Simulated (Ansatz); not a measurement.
`BB(F)BF` + `[CH2]1[NH][AlH]1` → `[BH2][Al]1[CH2][NH]1` + `FBBF` at 400 K and 1 bar (formal exchange of groups at a B–B bond).

Computed with Ansatz on PBE0-D4/def2-TZVP structures; ΔE is electronic, products minus reactants. CCSD(T)/CBS adds triple-zeta CCSD(T) − MP2 to the extrapolated MP2 energy (def2 sets, frozen cores). One conformer a species, not always the lowest.

```json
{"species": "`BB(F)BF`", "CCSD(T)/CBS energy (Eh)": "-275.80597", "H − E (kJ/mol)": "138.2", "S (J/(mol·K))": "363.5"}
{"species": "`[CH2]1[NH][AlH]1`", "CCSD(T)/CBS energy (Eh)": "-337.12157", "H − E (kJ/mol)": "146.5", "S (J/(mol·K))": "291.6"}
{"species": "`[BH2][Al]1[CH2][NH]1`", "CCSD(T)/CBS energy (Eh)": "-362.48517", "H − E (kJ/mol)": "188.6", "S (J/(mol·K))": "358.5"}
{"species": "`FBBF`", "CCSD(T)/CBS energy (Eh)": "-250.44368", "H − E (kJ/mol)": "100.8", "S (J/(mol·K))": "310.1"}
```

H − E and S are ideal-gas, rigid-rotor, harmonic terms from PBE0-D4/def2-TZVP, for one conformer and one mirror image of each species. 1 Eh = 2625.50 kJ/mol, R = 8.31446 J/(mol·K).

Q: By hand: ΔE, ΔH, ΔS and ΔG.

A: ΔE = (-362.48517) + (-250.44368) − (-275.80597) − (-337.12157) = -0.00131 Eh = -3.4 kJ/mol. Δ(H − E) = 188.6 + 100.8 − 138.2 − 146.5 = 4.7, so ΔH = 1.3 kJ/mol. ΔS = 358.5 + 310.1 − 363.5 − 291.6 = 13.5 J/(mol·K). ΔG = 1.3 − 400 × (13.5)/1000 = -4.1 kJ/mol.

Q: By hand: the equilibrium constant, and the temperature at which ΔG would vanish if ΔH and ΔS stayed fixed.

A: log₁₀ K = −ΔG/(RT ln 10) = 0.5. ΔG = 0 at ΔH/ΔS = 96 K, though so small a ΔH makes that figure unsure.

TΔS isn't small against ΔH here. The sign of ΔG lies within the doubt. A doubt of 5 kJ/mol in ΔE shifts log₁₀ K by 0.7 here. Other conformers and mirror images would add mixing entropy, several J/(mol·K) or more a flexible species. Modes under 60 cm⁻¹, often nearly free rotors, make the harmonic entropy too high. These are equilibria of isolated gas molecules and say nothing of rates. Largest T1 diagnostic: 0.016 (customary marks: 0.02 for closed shells, 0.045 for open ones).
